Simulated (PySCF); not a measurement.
**Structure revision by computed shifts**

A compound C$_{8}$H$_{11}$N gives the data below (simulated from a calculation) and was assigned the structure `C=N[C@@]12C=C[C@@H](CC1)C2`.

¹³C{¹H} NMR (computed): δ 151.6 (C), 121.7 (C), 121.0 (CH), 38.3 (CH2), 35.8 (CH2), 25.2 (CH), 24.5 (CH3), 17.6 (CH2).

¹H NMR (500 MHz, computed): δ 5.51 (t, 1H), 3.01 (m, 1H), 2.93 (m, 1H), 2.80 (d, 2H), 2.39 (m, 1H), 2.38 (m, 1H), 2.31 (m, 1H), 1.21 (d, 3H).

Method: GFN2-xTB geometry, σ from GIAO-PBE0/pcSseg-1, in PySCF 2.14.0 with density-fitted response routines (fast rotation and ring inversion assumed for equivalent nuclei, one conformer, gas phase, non-relativistic Hamiltonian).

Scale: TMS for ¹H and ¹³C (reference shieldings calculated alike).

Question: Compare with the shifts computed for the proposed structure, pairing carbons in order of shift.

Answer: Atom-mapped SMILES (the numbers label the heavy atoms): `[CH2:1]=[N:2][C@@:3]12[CH:4]=[CH:5][C@@H:6]([CH2:7][CH2:8]1)[CH2:9]2`. Each H is labelled by its parent atom.

```csv
atom,computed for proposal,given list,difference
C1,157.2,151.6,+5.6
C5,146.2,121.7,+24.5
C4,146.0,121.0,+25.0
C3,81.8,38.3,+43.5
C9,63.4,35.8,+27.6
C6,46.4,25.2,+21.2
C8,36.2,24.5,+11.7
C7,30.3,17.6,+12.7
```

The rms difference is 24.1 ppm and the largest +43.5 ppm at C3 (allylic fully substituted sp3 carbon bonded to N). The carbon types in order of shift don't match either: CH2, CH, CH, C, CH2, CH, CH2, CH2 for the proposal against C, C, CH, CH2, CH2, CH, CH3, CH2 in the data. The proposal doesn't fit.

Question: Which isomer fits?

Answer: SMILES CC1CC(=CCC#N)C1.

1. Carbon types of the structure: 2 × C, 2 × CH, 3 × CH2, 1 × CH3, which accounts for all hydrogens.
2. δC 151.6: fully substituted alkene carbon; the olefinic region.
3. δC 121.7: nitrile carbon; typical of a nitrile.
4. δC 121.0: alkene CH; an sp2 carbon of a C=C bond.
5. δC 25.2: sp3 CH in a ring; saturated and bonded to C and H only.

This is the structure that produced the data.

Shifts are as computed. Against solution values, carbons near 30 ppm lie about +3 ppm off and those near 130 ppm about +5 ppm. Of 1211 compounds with measured shifts, 218 miss one by over three times the rms of a fit or turn the order of signals round; such compounds aren't used in these exercises. Multiplicities follow the n + 1 count of equivalent neighbours, as no J values were calculated; m marks all less simple cases, F and P coupling included.
